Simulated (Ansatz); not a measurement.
Relaxation of Al₈Sb₇I₃ with RKS PBE-D4/def2-SVP.

```sh
$ ansatz run in.yaml --threads 2 --pin off --events-out ev --progress --plain --max-ram 32768MiB --backend cuda --devices 0, --max-vram 18GiB
```

```yaml
crystal:
  periodic: [false, false, false]
  atoms:
    - {symbol: Sb, position_ang: [-1.025700, -1.184100, -0.168100]}
    - {symbol: Sb, position_ang: [2.019500, -1.182800, -3.236400]}
    - {symbol: Sb, position_ang: [-1.039000, -1.187700, 5.972400]}
    - {symbol: Sb, position_ang: [2.043500, -1.196000, 2.905100]}
    - {symbol: Sb, position_ang: [-1.042000, 1.871100, -3.250300]}
    - {symbol: Sb, position_ang: [2.048100, 1.874200, -0.177500]}
    - {symbol: Sb, position_ang: [-1.042600, 1.869700, 2.897000]}
    - {symbol: Al, position_ang: [-2.570000, 0.358000, -1.693000]}
    - {symbol: Al, position_ang: [-2.606600, 0.310300, 4.429300]}
    - {symbol: Al, position_ang: [0.497800, 0.341800, -4.774800]}
    - {symbol: Al, position_ang: [0.535900, -2.748100, -1.713700]}
    - {symbol: Al, position_ang: [0.534700, 0.348300, 1.371900]}
    - {symbol: Al, position_ang: [3.566400, 0.313900, -1.705600]}
    - {symbol: Al, position_ang: [0.505700, -2.749800, 4.421700]}
    - {symbol: Al, position_ang: [0.503000, 3.394400, -1.709600]}
    - {symbol: I, position_ang: [-0.984000, -1.150400, -6.275200]}
    - {symbol: I, position_ang: [-0.976600, -4.207600, 2.947200]}
    - {symbol: I, position_ang: [-0.997700, 4.909100, -0.226000]}
basis:
  gaussian: {orbitals: def2-SVP, fitting: {mean_field: def2-universal-jkfit}}
hamiltonian: {xc: pbe, dispersion: d4}
scf: {lower_state_search: "off"}
output: {orbitals: {seedname: orbitals}}
relax: {f_tol: 0.03, max_steps: 70}
```

Run time 3.1 min (2 threads of AMD EPYC 7R13 on a shared host and a share (18 GiB) of an NVIDIA H100 80GB HBM3), peak host memory 0.98 GiB.

Positions (Å) and forces (eV/Å) at steps 1, 2, 3, 4, 5, 6, 7, 8, 9, 10, 11, 12, 13, 14, 15, 16 of 37:

```xyz
18
step=1 energy=-122805.7543 eV
Sb   -1.026   -1.184   -0.168   -0.152   -0.853    0.014
Sb    2.019   -1.183   -3.236    0.458   -0.383   -0.066
Sb   -1.039   -1.188    5.972    0.101    0.589    0.038
Sb    2.043   -1.196    2.905    0.750    0.080    0.002
Sb   -1.042    1.871   -3.250    0.164    0.665   -0.629
Sb    2.048    1.874   -0.177    0.785    0.421    0.063
Sb   -1.043    1.870    2.897   -0.004   -0.101    0.667
Al   -2.570    0.358   -1.693    0.244    0.122    0.076
Al   -2.607    0.310    4.429    0.497   -0.400   -0.393
Al    0.498    0.342   -4.775   -0.688   -0.298    0.273
Al    0.536   -2.748   -1.714   -0.164    0.515    0.251
Al    0.535    0.348    1.372   -0.531   -0.443   -0.026
Al    3.566    0.314   -1.706   -0.451    0.224    0.077
Al    0.506   -2.750    4.422   -1.033    0.660   -0.839
Al    0.503    3.394   -1.710   -0.727   -0.506    0.426
I    -0.984   -1.150   -6.275    0.312    0.262    0.203
I    -0.977   -4.208    2.947    0.108   -0.225    0.071
I    -0.998    4.909   -0.226    0.333   -0.328   -0.208
18
step=2 energy=-122806.9044 eV
Sb   -1.067   -1.281   -0.152   -0.638   -0.508    0.135
Sb    2.073   -1.229   -3.251    0.572   -0.448   -0.349
Sb   -1.017   -1.107    5.990    0.072    0.445    0.103
Sb    2.134   -1.174    2.894    0.335    0.019   -0.078
Sb   -1.051    1.950   -3.328   -0.414    0.580   -0.672
Sb    2.124    1.921   -0.136    0.631    0.554    0.719
Sb   -1.021    1.858    2.971    0.108   -0.180    0.496
Al   -2.518    0.381   -1.691    0.657    0.122    0.112
Al   -2.561    0.253    4.376    0.321   -0.297   -0.395
Al    0.442    0.310   -4.719   -0.239   -0.266    0.556
Al    0.529   -2.696   -1.692    0.077    0.538    0.135
Al    0.488    0.301    1.367   -0.176   -0.300   -0.186
Al    3.518    0.339   -1.701   -0.708    0.070   -0.151
Al    0.391   -2.644    4.313   -0.638    0.823   -0.970
Al    0.439    3.312   -1.663   -0.409   -0.860    0.458
I    -0.965   -1.138   -6.263    0.141    0.095    0.057
I    -0.988   -4.248    2.931    0.084   -0.234    0.139
I    -0.979    4.876   -0.229    0.223   -0.153   -0.110
18
step=3 energy=-122808.1052 eV
Sb   -1.124   -1.385   -0.126   -1.051   -0.042    0.398
Sb    2.142   -1.297   -3.293    0.672   -0.400   -0.640
Sb   -1.005   -1.030    6.005    0.143    0.250    0.091
Sb    2.225   -1.155    2.870   -0.334   -0.062   -0.079
Sb   -1.075    2.041   -3.424   -0.734    0.481   -0.576
Sb    2.223    1.993   -0.063    0.217    0.484    0.852
Sb   -0.998    1.840    3.041    0.265   -0.198    0.185
Al   -2.456    0.411   -1.688    0.938    0.057    0.123
Al   -2.518    0.198    4.321    0.062   -0.235   -0.349
Al    0.386    0.279   -4.651    0.230   -0.244    0.912
Al    0.528   -2.620   -1.664    0.359    0.522   -0.038
Al    0.442    0.254    1.348    0.199   -0.154   -0.184
Al    3.430    0.371   -1.699   -0.965   -0.066   -0.269
Al    0.281   -2.533    4.204   -0.125    0.848   -0.975
Al    0.373    3.196   -1.611    0.088   -1.003    0.429
I    -0.941   -1.120   -6.243   -0.055   -0.122   -0.145
I    -0.994   -4.293    2.929    0.062   -0.186    0.200
I    -0.949    4.836   -0.241    0.029    0.068    0.067
18
step=4 energy=-122809.3753 eV
Sb   -1.250   -1.482   -0.059   -0.821    0.238    0.096
Sb    2.261   -1.417   -3.400    0.307   -0.050   -0.323
Sb   -0.969   -0.943    5.969    0.226    0.127   -0.038
Sb    2.250   -1.114    2.807   -0.666   -0.108   -0.066
Sb   -1.122    2.128   -3.504   -0.407    0.173   -0.267
Sb    2.302    2.055    0.060   -0.214    0.088    0.331
Sb   -0.933    1.823    3.103    0.385   -0.243   -0.040
Al   -2.388    0.427   -1.693    0.827    0.036    0.196
Al   -2.497    0.150    4.232   -0.218   -0.171   -0.238
Al    0.367    0.243   -4.524    0.424   -0.141    0.919
Al    0.539   -2.456   -1.629    0.441    0.450   -0.054
Al    0.378    0.225    1.288    0.411   -0.040    0.039
Al    3.278    0.391   -1.715   -1.020   -0.029   -0.180
Al    0.217   -2.447    4.098    0.159    0.764   -0.889
Al    0.335    3.068   -1.549    0.332   -0.903    0.394
I    -0.898   -1.105   -6.188   -0.168   -0.256   -0.257
I    -0.985   -4.352    2.951    0.070   -0.091    0.229
I    -0.915    4.791   -0.232   -0.069    0.153    0.147
18
step=5 energy=-122810.0606 eV
Sb   -1.324   -1.532    0.002   -0.557    0.329   -0.306
Sb    2.296   -1.468   -3.406    0.157    0.181   -0.038
Sb   -0.906   -0.823    5.822    0.296    0.183   -0.229
Sb    2.295   -1.120    2.710   -0.755   -0.108    0.000
Sb   -1.120    2.136   -3.489   -0.267    0.019   -0.169
Sb    2.273    2.061    0.149   -0.177   -0.029    0.065
Sb   -0.847    1.785    3.136    0.419   -0.336    0.059
Al   -2.337    0.447   -1.637    0.726    0.007    0.251
Al   -2.563    0.138    4.109   -0.355   -0.111   -0.227
Al    0.345    0.182   -4.437    0.381   -0.087    0.737
Al    0.612   -2.382   -1.509    0.307    0.372    0.099
Al    0.366    0.187    1.260    0.397   -0.058    0.097
Al    3.163    0.419   -1.706   -1.023   -0.079   -0.130
Al    0.198   -2.373    3.941    0.296    0.658   -0.776
Al    0.323    3.033   -1.490    0.281   -0.770    0.366
I    -0.889   -1.150   -6.155   -0.123   -0.186   -0.156
I    -1.008   -4.324    2.868    0.063   -0.081    0.251
I    -0.907    4.768   -0.154   -0.066    0.095    0.107
18
step=6 energy=-122810.8253 eV
Sb   -1.386   -1.536    0.007   -0.261    0.342   -0.570
Sb    2.324   -1.511   -3.434    0.084    0.460    0.228
Sb   -0.831   -0.698    5.687    0.307    0.187   -0.414
Sb    2.310   -1.111    2.650   -0.637   -0.111    0.036
Sb   -1.117    2.160   -3.511   -0.053   -0.117   -0.008
Sb    2.235    2.062    0.235   -0.071   -0.117   -0.246
Sb   -0.739    1.693    3.204    0.383   -0.348    0.135
Al   -2.265    0.512   -1.603    0.604   -0.065    0.263
Al   -2.657    0.115    4.021   -0.300   -0.052   -0.217
Al    0.351    0.146   -4.354    0.189   -0.111    0.465
Al    0.692   -2.312   -1.420    0.068    0.252    0.287
Al    0.370    0.152    1.230    0.238   -0.110    0.103
Al    2.987    0.437   -1.706   -0.935   -0.141   -0.038
Al    0.183   -2.299    3.806    0.236    0.470   -0.564
Al    0.309    2.947   -1.437    0.133   -0.446    0.322
I    -0.876   -1.169   -6.123   -0.037   -0.088   -0.033
I    -1.018   -4.336    2.880    0.087    0.005    0.209
I    -0.904    4.731   -0.118   -0.032   -0.010    0.043
18
step=7 energy=-122811.3911 eV
Sb   -1.427   -1.519   -0.021   -0.104    0.281   -0.539
Sb    2.328   -1.513   -3.424    0.128    0.466    0.260
Sb   -0.754   -0.585    5.546    0.192   -0.047   -0.301
Sb    2.301   -1.109    2.610   -0.288   -0.091    0.006
Sb   -1.096    2.167   -3.516    0.016   -0.113    0.050
Sb    2.191    2.062    0.287    0.095   -0.105   -0.334
Sb   -0.625    1.595    3.266    0.299   -0.134   -0.017
Al   -2.185    0.571   -1.573    0.506   -0.110    0.222
Al   -2.741    0.104    3.941   -0.063    0.000   -0.201
Al    0.354    0.110   -4.286   -0.042   -0.167    0.207
Al    0.759   -2.277   -1.339   -0.116    0.126    0.402
Al    0.385    0.121    1.201   -0.016   -0.099   -0.014
Al    2.809    0.441   -1.686   -0.674   -0.106    0.057
Al    0.176   -2.244    3.689   -0.024    0.241   -0.287
Al    0.297    2.885   -1.386   -0.064   -0.125    0.285
I    -0.871   -1.188   -6.099    0.046    0.016    0.089
I    -1.018   -4.344    2.898    0.110    0.065    0.150
I    -0.913    4.708   -0.092   -0.003   -0.099   -0.034
18
step=8 energy=-122811.7952 eV
Sb   -1.474   -1.508   -0.076   -0.159    0.176   -0.251
Sb    2.330   -1.481   -3.355    0.147    0.168    0.067
Sb   -0.700   -0.549    5.435    0.004   -0.157   -0.085
Sb    2.271   -1.122    2.557    0.037   -0.026   -0.142
Sb   -1.059    2.173   -3.508    0.009   -0.052    0.042
Sb    2.180    2.084    0.302    0.120   -0.021   -0.159
Sb   -0.494    1.553    3.253    0.247   -0.007   -0.164
Al   -2.059    0.615   -1.540    0.299   -0.085    0.123
Al   -2.736    0.110    3.826    0.101    0.053   -0.181
Al    0.329    0.055   -4.200   -0.167   -0.180    0.001
Al    0.803   -2.259   -1.221   -0.118   -0.258    0.374
Al    0.384    0.093    1.132   -0.151    0.052   -0.011
Al    2.620    0.443   -1.641   -0.126    0.148    0.088
Al    0.142   -2.203    3.579   -0.205   -0.016   -0.107
Al    0.267    2.853   -1.318   -0.162    0.170    0.228
I    -0.868   -1.205   -6.063    0.065    0.057    0.142
I    -1.012   -4.364    2.922    0.091    0.069    0.074
I    -0.953    4.697   -0.070   -0.032   -0.088   -0.038
18
step=9 energy=-122812.1153 eV
Sb   -1.530   -1.519   -0.115   -0.219    0.125    0.042
Sb    2.331   -1.469   -3.240    0.071   -0.029   -0.006
Sb   -0.681   -0.554    5.329   -0.128   -0.119    0.010
Sb    2.243   -1.146    2.432    0.127   -0.059   -0.257
Sb   -1.019    2.176   -3.474   -0.027    0.039    0.026
Sb    2.188    2.134    0.307    0.023    0.153    0.032
Sb   -0.345    1.550    3.206    0.223   -0.006   -0.103
Al   -1.934    0.636   -1.495    0.051   -0.114    0.014
Al   -2.680    0.149    3.667    0.162    0.081   -0.205
Al    0.282   -0.021   -4.109   -0.028   -0.190    0.040
Al    0.830   -2.364   -1.059    0.150   -0.107    0.289
Al    0.356    0.100    1.043   -0.191    0.101   -0.050
Al    2.549    0.482   -1.592   -0.094    0.027   -0.050
Al    0.096   -2.181    3.453   -0.177   -0.108   -0.056
Al    0.216    2.904   -1.227    0.023    0.181    0.130
I    -0.880   -1.233   -6.011    0.041    0.060    0.139
I    -1.011   -4.389    2.919    0.059    0.012    0.013
I    -1.041    4.730   -0.020   -0.065   -0.048   -0.009
18
step=10 energy=-122812.4317 eV
Sb   -1.584   -1.508   -0.104   -0.192    0.015    0.151
Sb    2.338   -1.492   -3.152    0.021   -0.066    0.039
Sb   -0.713   -0.594    5.264   -0.136   -0.013   -0.089
Sb    2.215   -1.204    2.267    0.038   -0.142   -0.391
Sb   -1.001    2.174   -3.446    0.002    0.024    0.071
Sb    2.197    2.195    0.300   -0.018    0.138    0.092
Sb   -0.195    1.556    3.203    0.169   -0.099    0.053
Al   -1.890    0.623   -1.489    0.080    0.035   -0.056
Al   -2.611    0.197    3.510    0.174    0.096   -0.268
Al    0.271   -0.082   -4.016   -0.023   -0.121    0.064
Al    0.882   -2.409   -0.876    0.202   -0.027    0.345
Al    0.308    0.146    0.983   -0.142    0.196    0.044
Al    2.479    0.516   -1.583    0.005   -0.005   -0.067
Al    0.062   -2.190    3.371   -0.054   -0.038   -0.066
Al    0.205    2.968   -1.185   -0.039    0.023    0.000
I    -0.881   -1.231   -5.946   -0.005    0.023    0.073
I    -1.000   -4.431    2.912    0.023   -0.048   -0.025
I    -1.112    4.749    0.001   -0.105    0.009    0.028
18
step=11 energy=-122812.7459 eV
Sb   -1.623   -1.494   -0.068   -0.134   -0.045    0.193
Sb    2.336   -1.513   -3.074   -0.022   -0.119    0.058
Sb   -0.747   -0.619    5.195   -0.115    0.003   -0.110
Sb    2.186   -1.276    2.088    0.083   -0.245   -0.428
Sb   -0.989    2.169   -3.425   -0.010    0.017    0.051
Sb    2.198    2.241    0.296   -0.040    0.151    0.114
Sb   -0.076    1.561    3.234    0.056   -0.102    0.102
Al   -1.848    0.616   -1.480    0.176    0.095   -0.026
Al   -2.557    0.238    3.364    0.212    0.120   -0.348
Al    0.259   -0.131   -3.952   -0.021   -0.074    0.113
Al    0.939   -2.421   -0.699    0.155    0.103    0.331
Al    0.261    0.208    0.961   -0.141    0.266    0.061
Al    2.452    0.539   -1.573    0.006   -0.015   -0.046
Al    0.045   -2.201    3.301   -0.013   -0.008   -0.061
Al    0.187    3.004   -1.158   -0.068   -0.099   -0.043
I    -0.890   -1.229   -5.905   -0.016    0.011    0.053
I    -0.991   -4.465    2.897    0.005   -0.068   -0.044
I    -1.172    4.757    0.013   -0.111    0.011    0.030
18
step=12 energy=-122813.0679 eV
Sb   -1.666   -1.471   -0.005    0.014   -0.107    0.195
Sb    2.330   -1.536   -3.003   -0.109   -0.182    0.136
Sb   -0.791   -0.643    5.110   -0.107    0.027   -0.122
Sb    2.183   -1.336    1.958   -0.050   -0.280   -0.552
Sb   -0.985    2.164   -3.411   -0.013   -0.016    0.022
Sb    2.193    2.286    0.294   -0.038    0.112    0.105
Sb    0.029    1.572    3.271   -0.046   -0.146    0.100
Al   -1.781    0.618   -1.454    0.160    0.116    0.025
Al   -2.491    0.283    3.183    0.240    0.139   -0.393
Al    0.246   -0.174   -3.881   -0.012   -0.021    0.099
Al    0.954   -2.421   -0.576    0.111    0.455    0.404
Al    0.232    0.266    0.965    0.023    0.095    0.048
Al    2.429    0.553   -1.558   -0.025   -0.040    0.031
Al    0.041   -2.218    3.232    0.043    0.031   -0.055
Al    0.159    3.015   -1.139   -0.063   -0.113   -0.040
I    -0.899   -1.222   -5.860   -0.027   -0.008    0.038
I    -0.980   -4.500    2.872    0.002   -0.062   -0.068
I    -1.234    4.750    0.018   -0.104    0.001    0.026
18
step=13 energy=-122813.3545 eV
Sb   -1.690   -1.446    0.074    0.072   -0.174    0.156
Sb    2.307   -1.566   -2.931   -0.125   -0.199    0.120
Sb   -0.846   -0.662    5.021   -0.088    0.043   -0.123
Sb    2.193   -1.395    1.843    0.026   -0.190   -0.311
Sb   -0.988    2.149   -3.395   -0.020   -0.025    0.007
Sb    2.190    2.325    0.294   -0.021    0.110    0.103
Sb    0.102    1.574    3.300   -0.123   -0.132    0.108
Al   -1.723    0.623   -1.409    0.071    0.116    0.049
Al   -2.434    0.328    3.002    0.244    0.157   -0.389
Al    0.235   -0.207   -3.827    0.018    0.021    0.080
Al    0.953   -2.387   -0.480   -0.056    0.411    0.182
Al    0.240    0.310    0.975    0.145    0.013    0.097
Al    2.414    0.555   -1.531   -0.068   -0.026    0.056
Al    0.050   -2.232    3.172    0.069    0.064   -0.053
Al    0.136    3.019   -1.123   -0.030   -0.097   -0.040
I    -0.910   -1.218   -5.822   -0.031   -0.026    0.024
I    -0.965   -4.524    2.834    0.002   -0.059   -0.086
I    -1.292    4.738    0.018   -0.086   -0.006    0.021
18
step=14 energy=-122813.5735 eV
Sb   -1.681   -1.455    0.145    0.037   -0.119   -0.055
Sb    2.258   -1.612   -2.869   -0.111   -0.061    0.123
Sb   -0.912   -0.668    4.947   -0.085    0.006   -0.099
Sb    2.236   -1.471    1.755    0.145   -0.080    0.009
Sb   -1.006    2.130   -3.381   -0.025   -0.024   -0.001
Sb    2.187    2.362    0.309   -0.011    0.059   -0.004
Sb    0.110    1.581    3.339   -0.059    0.041    0.106
Al   -1.691    0.632   -1.351    0.006    0.020    0.153
Al   -2.375    0.384    2.821    0.027    0.187   -0.215
Al    0.232   -0.211   -3.804    0.024    0.001    0.067
Al    0.918   -2.309   -0.434   -0.114    0.174   -0.068
Al    0.298    0.332    1.020    0.279   -0.093   -0.011
Al    2.394    0.547   -1.496   -0.146   -0.051    0.093
Al    0.078   -2.231    3.135    0.090    0.060   -0.072
Al    0.120    3.006   -1.120    0.018   -0.034    0.040
I    -0.919   -1.222   -5.797   -0.021   -0.027    0.021
I    -0.947   -4.525    2.780    0.006   -0.044   -0.086
I    -1.331    4.716    0.015   -0.060   -0.013    0.000
18
step=15 energy=-122813.7576 eV
Sb   -1.665   -1.492    0.156   -0.008   -0.075    0.038
Sb    2.204   -1.648   -2.809    0.022    0.000   -0.005
Sb   -0.987   -0.667    4.852   -0.119    0.068   -0.140
Sb    2.329   -1.549    1.723   -0.031   -0.043   -0.022
Sb   -1.028    2.110   -3.349   -0.007   -0.029    0.070
Sb    2.190    2.397    0.320    0.084    0.032   -0.045
Sb    0.106    1.622    3.355   -0.094   -0.076   -0.038
Al   -1.685    0.648   -1.267    0.000    0.037    0.165
Al   -2.348    0.493    2.665    0.239    0.068   -0.238
Al    0.223   -0.217   -3.774   -0.038    0.007    0.065
Al    0.893   -2.273   -0.423   -0.009    0.093    0.024
Al    0.406    0.307    1.062    0.158   -0.062    0.077
Al    2.329    0.521   -1.436   -0.215   -0.055    0.169
Al    0.116   -2.228    3.087    0.050    0.087   -0.075
Al    0.111    3.008   -1.102   -0.014   -0.018    0.014
I    -0.927   -1.233   -5.768   -0.014   -0.024    0.016
I    -0.923   -4.522    2.709    0.029   -0.016   -0.069
I    -1.372    4.707    0.013   -0.033    0.005   -0.006
18
step=16 energy=-122813.9581 eV
Sb   -1.653   -1.542    0.177   -0.054   -0.058    0.045
Sb    2.193   -1.658   -2.794    0.033    0.063   -0.024
Sb   -1.072   -0.649    4.777   -0.135    0.114   -0.229
Sb    2.369   -1.603    1.698    0.094   -0.031    0.061
Sb   -1.049    2.085   -3.290   -0.032   -0.036    0.092
Sb    2.224    2.436    0.316    0.086    0.040   -0.057
Sb    0.105    1.629    3.345   -0.084   -0.071   -0.075
Al   -1.688    0.665   -1.157   -0.042    0.020    0.278
Al   -2.282    0.547    2.490    0.447   -0.061   -0.371
Al    0.202   -0.227   -3.741   -0.060   -0.042    0.032
Al    0.892   -2.241   -0.419   -0.046   -0.018   -0.025
Al    0.500    0.289    1.079   -0.056    0.073    0.131
Al    2.226    0.483   -1.359   -0.138   -0.063    0.168
Al    0.123   -2.200    3.049   -0.035    0.038   -0.066
Al    0.111    3.013   -1.076    0.000    0.006    0.064
I    -0.934   -1.245   -5.746   -0.011   -0.008    0.026
I    -0.898   -4.511    2.656    0.040    0.007   -0.038
I    -1.398    4.712    0.011   -0.006    0.027   -0.011
```

In the def2 sets I, Sb take a core potential; there is no spin–orbit coupling. Single mean-field runs in def2-SVP are fitted with def2-universal-jkfit.
